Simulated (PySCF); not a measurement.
Harmonic spectrum computed at PBE0 in the def2-TZVP basis family (core potentials from Rb on, PySCF, no spin–orbit coupling):

```json
{"symmetry": "t2", "ω (cm⁻¹)": "1327", "IR (km/mol, summed over degenerate members)": "50.2"}
{"symmetry": "e", "ω (cm⁻¹)": "1552", "IR (km/mol, summed over degenerate members)": "0.0"}
{"symmetry": "a1", "ω (cm⁻¹)": "3049", "IR (km/mol, summed over degenerate members)": "0.0"}
{"symmetry": "t2", "ω (cm⁻¹)": "3170", "IR (km/mol, summed over degenerate members)": "58.7"}
```

Question: Which molecule gave it? In each, all ligands are bound to the one heavy central atom.
A. NH₄ (doublet)
B. CrH₄ (triplet)
C. CH₄ (singlet)
D. VH₄ (doublet)
E. ZrH₄ (singlet)

Answer: C. It has Td symmetry with C–H 1.090 Å (×4).
